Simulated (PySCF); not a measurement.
CH3BFSi, BFH2NSi, CH3AlBF, B2FH3Si (calculated)

Computed with PySCF 2.14.0. Calculation on a computer-drawn molecule: the log of a Hartree-Fock and frozen-core CCSD(T) single point meant for a local Hartree-Fock minimum, with one planted fault or none, to be diagnosed. Offsets are logged minus clean, where the clean run is the same molecule without the fault. The reference is restricted for singlets and unrestricted otherwise, and also for a bond in bohr or an excited solution. Adding or removing an electron swaps singlet and doublet. The excited solution moves the top pair (singlet) or top alpha electron (doublet) to the lowest empty orbital. Highest occupied and lowest empty are orbital energies over both spins, largest force is the largest gradient component, triples share is (T) over the correlation energy, the T1 limit is 0.02 restricted and 0.045 unrestricted, electrons count all cores, a negative frequency is imaginary (commonest isotopes), and the dipole is about the centre of nuclear charge.

Common to all runs: logged SCF converged yes; possible faults no fault, one electron removed, one electron added, multiplicity raised by two, geometry at a saddle point, SCF held on an excited solution, minimal basis STO-3G, one bond length entered in bohr, all coordinates scaled.

(1) CH3BFSi

Logged structure:
```xyz
7
CH3BFSi
F     -2.0257     1.6175    -0.2752
B     -0.9847     1.1532     0.3824
C      0.0959     0.6438     1.0259
Si     0.7307    -0.7931    -0.1991
H      0.6467     0.8717     1.9191
H     -0.2291    -1.9530     0.1401
H     -0.0522    -0.3323    -1.4457
```

* meant charge: -1
* meant multiplicity: 1
* meant basis: aug-cc-pV(D+d)Z
* logged electrons: 38
* logged basis functions: 128
* logged spin squared: 0
* logged highest occupied: 0.5139 eV
* logged lowest empty: -0.18621 eV
* logged largest force: 0.10227 hartree/bohr
* logged CC converged: no
* logged dipole magnitude: 5.3194 debye
* logged SCF stable within its kind: no
* logged energy HF: -452.38337 hartree
* planted fault: SCF held on an excited solution
* HF energy offset from clean run: 172.1 kcal/mol

Drawn bonds:
```tsv
atom	other atom	order
1	2	1
2	3	2
3	4	1
3	5	1
4	6	1
4	7	1
```

Notes: CCSD not converged; highest electron not bound in this basis.

(2) BFH2NSi

Logged structure:
```xyz
6
BFH2NSi
F     -1.2170    -1.4402    -2.3570
B     -0.6652    -1.3247    -1.2000
N     -0.1406    -1.2103    -0.0797
Si     0.7146    -1.1014     1.3885
H      0.1446    -2.0279     2.3960
H      0.6808     0.2855     1.9118
```

- meant charge: 0
- meant multiplicity: 2
- meant basis: cc-pV(D+d)Z
- logged electrons: 37
- logged basis functions: 75
- logged spin squared: 0.7542
- logged highest occupied: -8.4366 eV
- logged lowest empty: 1.809 eV
- logged largest force: 2.964e-05 hartree/bohr
- logged lowest frequency: 110.99 cm⁻¹
- logged T1 diagnostic: 0.015453
- logged D1 diagnostic: 0.042588
- logged triples share: 0.027675
- logged CC converged: yes
- logged dipole magnitude: 0.92773 debye
- logged SCF stable within its kind: yes
- logged energy HF: -468.7288 hartree
- logged energy CCSD(T): -469.26657 hartree
- planted fault: no fault
- HF energy offset from clean run: 0 kcal/mol
- CCSD(T) energy offset from clean run: 0 kcal/mol

Drawn bonds:
```tsv
atom	other atom	order
1	2	1
2	3	2
3	4	1
4	5	1
4	6	1
```

(3) BFH2NSi

Structure as in entry 2.

- meant charge: 0
- meant multiplicity: 2
- meant basis: cc-pV(D+d)Z
- logged electrons: 37
- logged basis functions: 75
- logged spin squared: 0.7702
- logged highest occupied: -2.6791 eV
- logged lowest empty: -0.93398 eV
- logged largest force: 0.041589 hartree/bohr
- logged dipole magnitude: 1.6858 debye
- logged SCF stable within its kind: no
- logged energy HF: -468.52832 hartree
- planted fault: SCF held on an excited solution
- HF energy offset from clean run: 125.8 kcal/mol

Drawn bonds:
```tsv
atom	other atom	order
1	2	1
2	3	2
3	4	1
4	5	1
4	6	1
```

Notes: coupled-cluster numbers left out as unreliable.

(4) CH3AlBF

Logged structure:
```xyz
7
CH3AlBF
F     -3.1832    -4.2541    -0.8755
B     -2.1593    -3.7218    -1.4320
C     -1.0672    -3.0768    -1.9790
Al    -0.6494    -1.3447    -1.2896
H     -0.4735    -3.5325    -2.7646
H     -1.5679    -0.7510    -0.1419
H      0.5783    -0.5186    -1.8434
```

* meant charge: 0
* meant multiplicity: 1
* meant basis: cc-pV(D+d)Z
* logged electrons: 36
* logged basis functions: 27
* logged spin squared: 0
* logged highest occupied: -6.0519 eV
* logged lowest empty: 8.4325 eV
* logged largest force: 0.047165 hartree/bohr
* logged T1 diagnostic: 0.015601
* logged D1 diagnostic: 0.053245
* logged triples share: 0.039726
* logged CC converged: yes
* logged dipole magnitude: 0.67538 debye
* logged SCF stable within its kind: yes
* logged energy HF: -400.55148 hartree
* logged energy CCSD(T): -400.7498 hartree
* planted fault: minimal basis STO-3G
* HF energy offset from clean run: 3210 kcal/mol
* CCSD(T) energy offset from clean run: 3403 kcal/mol

Drawn bonds:
```tsv
atom	other atom	order
1	2	1
2	3	2
3	4	1
3	5	1
4	6	1
4	7	1
```

(5) B2FH3Si

Logged structure:
```xyz
7
B2FH3Si
F      1.7980     0.4087    -0.3849
B      0.7503    -0.3426    -0.0314
B      0.1579    -3.1543    -1.4598
Si    -0.8837    -3.5446    -3.1298
H      0.0486     0.1035     0.8399
H      0.5942    -4.1493    -0.9271
H     -2.1562    -3.6835    -2.3090
```

- meant charge: 0
- meant multiplicity: 1
- meant basis: cc-pV(D+d)Z
- logged electrons: 36
- logged basis functions: 80
- logged spin squared: 1.1914
- logged highest occupied: -9.1032 eV
- logged lowest empty: 0.73216 eV
- logged largest force: 0.013207 hartree/bohr
- logged T1 diagnostic: 0.052716
- logged D1 diagnostic: 0.19148
- logged triples share: 0.02995
- logged CC converged: yes
- logged dipole magnitude: 0.86308 debye
- logged SCF stable within its kind: yes
- logged energy HF: -439.33422 hartree
- logged energy CCSD(T): -439.79964 hartree
- planted fault: one bond length entered in bohr, row 2 of the drawn bonds
- HF energy offset from clean run: 70.67 kcal/mol
- CCSD(T) energy offset from clean run: 83.45 kcal/mol

Drawn bonds:
```tsv
atom	other atom	order
1	2	1
2	3	1
3	4	1
2	5	1
3	6	1
4	7	1
```

Notes: T1 above single-reference limit.

(6) B2FH3Si

Logged structure:
```xyz
7
B2FH3Si
F      1.7099     0.3886    -0.3661
B      0.7136    -0.3258    -0.0299
B      0.4154    -1.7408    -0.7487
Si    -0.5752    -2.1120    -2.3369
H      0.0462     0.0984     0.7987
H      0.8304    -2.6871    -0.2421
H     -1.7852    -2.2441    -1.5563
```

- meant charge: 0
- meant multiplicity: 1
- meant basis: cc-pV(D+d)Z
- logged electrons: 36
- logged basis functions: 80
- logged spin squared: 0
- logged highest occupied: -8.8115 eV
- logged lowest empty: 0.60625 eV
- logged largest force: 0.055229 hartree/bohr
- logged T1 diagnostic: 0.019736
- logged D1 diagnostic: 0.056704
- logged triples share: 0.025227
- logged CC converged: yes
- logged dipole magnitude: 1.0881 debye
- logged SCF stable within its kind: yes
- logged energy HF: -439.43182 hartree
- logged energy CCSD(T): -439.91553 hartree
- planted fault: all coordinates scaled, by -4.9 %
- HF energy offset from clean run: 9.423 kcal/mol
- CCSD(T) energy offset from clean run: 10.73 kcal/mol

Drawn bonds:
```tsv
atom	other atom	order
1	2	1
2	3	1
3	4	1
2	5	1
3	6	1
4	7	1
```
